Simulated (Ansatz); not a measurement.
Ideal-gas functions of CH4GeOS, SMILES `O=[C](S)[GeH3]` at 800 K and 1 bar, from an Ansatz frequency run at PBE0-D4/def2-TZVP.

Molar mass 136.72 g/mol, point group C1 (symmetry number 1), electronic degeneracy 1, moments of inertia 74.195, 270.623, 338.412 u Å². Harmonic wavenumbers (cm⁻¹, unscaled): 22, 184, 295, 302, 420, 447, 547, 629, 788, 817, 871, 877, 989, 1775, 2152, 2178, 2187, 2719.

Use S(trans) = R[1.5 ln M + 2.5 ln T − 1.1517]; rotational temperatures θ = 24.2544 K / I; S(rot) = R[ln(√π/σ · √(T³/θAθBθC)) + 1.5]; for each mode x = 1.438777 ν̃/T, S = R[x/(eˣ − 1) − ln(1 − e⁻ˣ)] and H = RT x/(eˣ − 1); 1 cm⁻¹ = 0.0119627 kJ/mol; R = 8.31446 J/(mol·K).

Question: By hand: the entropy, in J/(mol·K).

Answer: Translation 190.7. Rotation: θ = 0.3269, 0.0896, 0.0717 K, giving 126.2. Vibration, mode by mode: 35.17, 17.55, 13.68, 13.49, 10.84, 10.35, 8.78, 7.72, 6.08, 5.82, 5.38, 5.34, 4.54, 1.49, 0.86, 0.83, 0.82, 0.37, in all 149.1. Electronic 0.0. Sum 466.0 J/(mol·K).

Question: By hand: H − E and G − E in kJ/mol, counted from the electronic energy.

Answer: Zero-point energy ½ × 18199 × 0.0119627 = 108.9; thermal vibration 55.0; translation, rotation and pV give 4 RT = 26.6. H − E = 190.5 kJ/mol, and G − E = 190.5 − 800 × 466.0/1000 = -182.3 kJ/mol.

Vibration gives 32 % of the entropy, 35.2 J/(mol·K) of it from the mode under 150 cm⁻¹: soft modes count most, and the harmonic formula is weakest for them. The sum counts one conformer and one mirror image; others add a mixing term.
